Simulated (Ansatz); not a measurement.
`O[SiH](O)N[Si](F)(F)F` + `F[Si](F)(F)S` → `F[Si](F)(F)S[Si](F)(F)F` + `N[SiH](O)O`  (ligand exchange at the Si–N bond)

Calculated with Ansatz (gas phase, PBE0-D4/def2-TZVP geometries, no zero-point term in ΔE). CBS: MP2 limit from def2 TZ/QZ plus the TZ coupled-cluster correction, frozen cores. This one scheme is used for every species. Functionals use def2-TZVPP. B3LYP here is the variant with VWN-RPA as its local correlation; programs differ in this. HSE06 is defined as in plane-wave codes. One conformer a species, not always the lowest.

```csv
level,ΔE (kcal/mol),difference from CCSD(T)/CBS
LDA (SPW92),8.0,-0.8
revPBE-D4,5.4,-3.4
r2SCAN-D4,7.8,-1.0
B97M-V,7.9,-0.9
PBE0-D4,7.4,-1.4
B3LYP-D4,8.7,-0.1
r2SCANh-D4,8.2,-0.6
r2SCAN0-D4,8.8,0.0
HSE06-D4,7.4,-1.4
BHLYP-D4,10.0,1.2
ωB97X-V,8.7,-0.1
ωB97M-V,8.8,0.0
B2PLYP,9.4,0.6
PBE-QIDH,8.7,-0.1
PBE,6.4,-2.4
revPBE,5.9,-2.9
BLYP,8.4,-0.4
r2SCAN,7.9,-0.9
PBE0,7.8,-1.0
B3LYP,9.4,0.6
r2SCANh,8.3,-0.5
r2SCAN0,8.9,0.1
HSE06,7.7,-1.1
CAM-B3LYP,10.4,1.6
LC-ωPBE,8.5,-0.3
RPA@PBE/def2-TZVPP,10.2,1.4
HF/def2-SVP,15.5,6.7
MP2/def2-SVP,12.2,3.4
CCSD/def2-SVP,13.4,4.6
CCSD(T)/def2-SVP,12.9,4.1
HF/def2-TZVPP,12.5,3.7
MP2/def2-TZVPP,8.8,0.0
SCS-MP2/def2-TZVPP,9.6,0.8
CCSD/def2-TZVPP,10.6,1.8
CCSD(T)/def2-TZVPP,9.8,1.0
MP2/def2-QZVPP,8.3,-0.5
SCS-MP2/def2-QZVPP,9.1,0.3
HF/CBS(def2),12.4,3.6
MP2/CBS(def2),7.8,-1.0
CCSD/CBS(def2),9.6,0.8
CCSD(T)/CBS,8.8,0
```

Largest T1 diagnostic among the species: 0.012.

At CCSD(T), def2-SVP lies +4.1 kcal/mol from the extrapolated value and def2-TZVPP +1.0 kcal/mol. The D4 term adds −0.8 kcal/mol with B3LYP and −0.4 kcal/mol with PBE0; it sums over pairs of atoms, weighted by their polarisabilities, and B3LYP, whose exchange is more repulsive, gets the larger term. From BLYP to BHLYP (50 % exact exchange), in def2-TZVPP and without D4, ΔE moves by +2.5 kcal/mol.
